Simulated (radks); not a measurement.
Numerical settings for the molybdenum ion Mo+, [Kr] 4d5. Calculated with a radial shooting solver on a logarithmic mesh with Libxc functionals: scalar-relativistic Kohn-Sham, PBEsol, spin-unpolarised, spherical densities, point nucleus. The defaults (mesh step 0.008 in ln r, mesh end at 40 bohr or more with all orbitals vanishing there, Anderson mixing 0.5 over 9 steps, residual threshold near 1e-9 with the energy settled to 1e-9 hartree or 1e-11 of itself, here a cap of 89 iterations) give E = -4046.1837 hartree and 4d at -10.415 eV in 14 iterations. Run on one thread of a shared host, so times are rough (Arm Neoverse V1): 0.11 s of CPU time, 0.11 s wall, 14 iterations on 2546 mesh points. Changes against that run (0 stands for a change within the tolerance of the run):

setting                     iterations         converged  E (mhartree)  e(4d) (meV)  CPU (s)
mesh step in ln r 0.12               2                no      diverged            -     0.02
mesh step in ln r 0.05              14               yes      +0.00434            0     0.03
mesh step in ln r 0.003             14               yes             0            0     0.27
mesh end (bohr) 3                   13  level above zero          +939    +1.22e+04     0.08
mesh end (bohr) 2                   13  level above zero     +8.27e+03    +5.48e+04     0.08
residual threshold 1e-05            10               yes             0      +0.0601     0.09
residual threshold 0.001            10               yes             0      +0.0601     0.09
mixing 0.2                          15               yes             0            0     0.12
linear mixing, mixing 0.5           30               yes             0            0     0.19
linear mixing, mixing 0.05          89                no        +0.484        -52.6     0.59
mixing history 3                    17               yes             0            0     0.12
iteration cap 8                      8                no     -0.000132        +0.55     0.07

Settled on a wrong energy, with an occupied level pushed above zero by the early mesh end: mesh end (bohr) 3 (+0.939 hartree); mesh end (bohr) 2 (+8.27 hartree). Apart from these: no run marked as converged misses the energy by more than 1 mhartree. A mesh that ends early acts as a hard wall.
